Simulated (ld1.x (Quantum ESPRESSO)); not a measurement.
# Before and after: RRKJ potential for calcium (Ca)

| Quantity | Value |
| --- | --- |
| Element | calcium (Ca) |
| Generator | ld1.x (Quantum ESPRESSO) 7.5 |
| Type | norm-conserving RRKJ (Kleinman–Bylander form) |
| Functional | PBE |
| Relativity | scalar-relativistic |
| Frozen core | [Ne] 3s2 |
| Valence charge | 8 |
| Reference configuration | 3p6 3d1 4s1 4p0 |
| Partial waves | 3p (bound): rc 1.95 bohr; 3d (bound): rc 2.00 bohr; 4s (bound): rc 3.00 bohr |
| Local potential | the s channel |
| Core correction | none |
| rho0 | 0.001 |

Change: core correction a·sin(br)/r model core inside 1.78 bohr.

Cutoffs: the cutoffs (Ry, on a coarse ladder) from which the occupation-weighted sum of valence levels, in a spherical-Bessel basis at the reference potential, stays within 10 and 1 mRy of its value at 400 Ry; they do not see the model core or the augmentation charge, which bear on the density cutoff. Errors are all-electron minus pseudo energies relative to the spin-unpolarised reference configuration.

Question: What does the change do?

Answer: The potential gets neither clearly harder nor softer (35 Ry and 40 Ry → 35 Ry and 40 Ry); of the 7 tests that both files solve, the error grows in 4 and shrinks in 1 by more than 15 % and 0.3 meV (median size 34.8 → 34.1 meV); neither file shows a bound ghost. A model core, the more so a compact one, raises the density cutoff, which this test does not measure.

| quantity | base | changed |
| --- | --- | --- |
| cutoff, loose | 35 Ry | 35 Ry |
| cutoff, tight | 40 Ry | 40 Ry |
| bound ghosts | none | none |
| error for 3p6 3d0 4s2 4p0, meV [ΔE -2.28 eV] | -36 | -43 |
| error for 3p6 3d0 4s1 4p0, meV [ΔE 4.03 eV] | -15 | -22 |
| error for 3p6 3d0 4s0 4p0, meV [ΔE 15.85 eV] | +35 | -9.1 |
| error for 3p6 3d0 4s1.5 4p0, meV [ΔE 0.22 eV] | -28 | -34 |
| error for 3p5 3d0 4s2 4p0, meV [ΔE 32.39 eV] | -500 | -562 |
| error for 3p6 3d1 4s0 4p0, meV [ΔE 5.41 eV] | -2.7 | -11 |
| error for 3p6 3d0 4s0 4p1, meV [ΔE 7.08 eV] | -718 | -745 |
| s: phases at 3.23 bohr within 0.05 rad from the reference energy up to (Ry; the scan ends near 5) | 1.5 | 1.5 |
| p: phases at 3.23 bohr within 0.05 rad from the reference energy up to (Ry; the scan ends near 5) | -0.6 | -0.6 |
| d: phases at 3.23 bohr within 0.05 rad from the reference energy up to (Ry; the scan ends near 5) | 0.5 | 0.5 |
